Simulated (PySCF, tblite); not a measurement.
Isomers of C4H7FO2Si, one GFN2-xTB conformer each. Single-point energies are computed at PBE0/pcSseg-1 (PySCF, gas phase, no added dispersion term), electronic only.

Problem. Rank them by PBE0/pcSseg-1 energy, lowest first (kJ/mol).
A. `[O:1]=[C:2]([OH:3])[SiH2:4]/[CH:5]=[CH:6]\[CH2:7][F:8]` with O1–C2–O3–H 0°, O1–C2–Si4–C5 0°, C2–Si4–C5–C6 180°, C5–C6–C7–F8 0°
B. `[CH3:1][O:2][C@@:3]1([F:4])[SiH2:5][C@H:6]1[CH:7]=[O:8]` with C1–O2–C3–F4 65°, Si5–C6–C7–O8 30°
C. `[O:1]=[C:2]1[CH2:3][SiH2:4][O:5][C@@H:6]1[CH2:7][F:8]` with O5–C6–C7–F8 -67°, O1–C2–C3–Si4 162°, C2–C3–Si4–O5 8°, C3–Si4–O5–C6 6°, Si4–O5–C6–C7 103°
D. `[CH3:1][C:2]1=[C:3]([O:4][SiH2:5][OH:6])[C@H:7]1[F:8]` with C2–C3–O4–Si5 165°, C3–O4–Si5–O6 -16°, O4–Si5–O6–H -23°
E. `[CH2:1]=[CH:2][CH2:3][O:4][C:5](=[O:6])[SiH2:7][F:8]` with C1–C2–C3–O4 126°, C2–C3–O4–C5 -85°, C3–O4–C5–O6 0°, O4–C5–Si7–F8 55°
F. `[CH3:1][O:2][C:3]1=[CH:4][Si@H:5]([F:6])[CH2:7][O:8]1` with C1–O2–C3–C4 178°
G. `[O:1]=[C:2]([O:3][CH:4]1[CH2:5][CH2:6]1)[SiH2:7][F:8]` with O1–C2–O3–C4 0°, C2–O3–C4–C5 146°, O1–C2–Si7–F8 172°
H. `[O:1]=[C:2]([OH:3])[SiH2:4]/[CH:5]=[CH:6]/[CH2:7][F:8]` with O1–C2–O3–H 0°, O1–C2–Si4–C5 -109°, C2–Si4–C5–C6 120°, C5–C6–C7–F8 1°

Solution. F (0.0), E (27.4), G (34.1), C (35.6), D (114.1), A (127.6), H (131.8), B (302.1).

As drawn, the lowest has an Si–F bond and a C=C bond outside aromatic rings, which the highest lacks; the highest has a three-membered ring and a C=O bond, which the lowest lacks. Neighbours under 10 kJ/mol apart (C=CCOC(=O)[SiH2]F and O=C(OC1CC1)[SiH2]F; O=C(OC1CC1)[SiH2]F and O=C1C[SiH2]O[C@@H]1CF; O=C(O)[SiH2]/C=C\CF and O=C(O)[SiH2]/C=C/CF) can change places with a better method, another conformer or zero-point energy. O=C(O)[SiH2]/C=C\CF and O=C(O)[SiH2]/C=C/CF are stereoisomers, 4.2 kJ/mol apart in the conformers taken. GFN2-xTB itself gives, in the same order: 5.2, 36.6, 6.6, 0.0, 26.7, 217.3, 222.4, 294.7. GFN2-xTB puts O=C1C[SiH2]O[C@@H]1CF lowest instead; measured from each level's own lowest isomer, the values differ by up to 90.6 kJ/mol (O=C(O)[SiH2]/C=C/CF: 222.4 against 131.8).

Problem. Which frontier levels, dipoles and rotational constants go with these structures?

Solution. 
```
                    SMILES  HOMO (eV, PBE0/pcSseg-1)  LUMO (eV)  dipole (D)       A, B, C (MHz)
        COC1=C[Si@H](F)CO1                     -6.55       0.36        2.80  4617, 989.3, 885.3
         C=CCOC(=O)[SiH2]F                     -7.70      -1.06        1.77  4275, 804.0, 745.1
        O=C(OC1CC1)[SiH2]F                     -7.95      -0.69        0.90  3195, 955.8, 789.2
     O=C1C[SiH2]O[C@@H]1CF                     -7.34      -0.95        1.42    2167, 1757, 1311
    CC1=C(O[SiH2]O)[C@H]1F                     -7.26       0.64        1.75   3123, 1080, 840.4
       O=C(O)[SiH2]/C=C\CF                     -7.63      -0.81        2.00  4208, 810.7, 688.2
       O=C(O)[SiH2]/C=C/CF                     -7.54      -0.83        1.70  3256, 682.6, 639.2
CO[C@@]1(F)[SiH2][C@H]1C=O                     -7.10      -1.15        1.87    2015, 1849, 1223
```

Problem. What happens when harmonic zero-point energies from GFN2-xTB frequencies are added?

Solution. 
| SMILES | ZPE (kJ/mol) | electronic (kJ/mol) | with ZPE (kJ/mol) |
| --- | --- | --- | --- |
| COC1=C[Si@H](F)CO1 | 277.1 | 0.0 | 0.0 |
| C=CCOC(=O)[SiH2]F | 265.6 | 27.4 | 15.9 |
| O=C(OC1CC1)[SiH2]F | 269.8 | 34.1 | 26.7 |
| O=C1C[SiH2]O[C@@H]1CF | 271.8 | 35.6 | 30.2 |
| CC1=C(O[SiH2]O)[C@H]1F | 263.3 | 114.1 | 100.3 |
| O=C(O)[SiH2]/C=C\CF | 263.4 | 127.6 | 113.9 |
| O=C(O)[SiH2]/C=C/CF | 262.6 | 131.8 | 117.3 |
| CO[C@@]1(F)[SiH2][C@H]1C=O | 262.9 | 302.1 | 287.8 |

The zero-point energies span 14.5 kJ/mol. The order is unchanged.
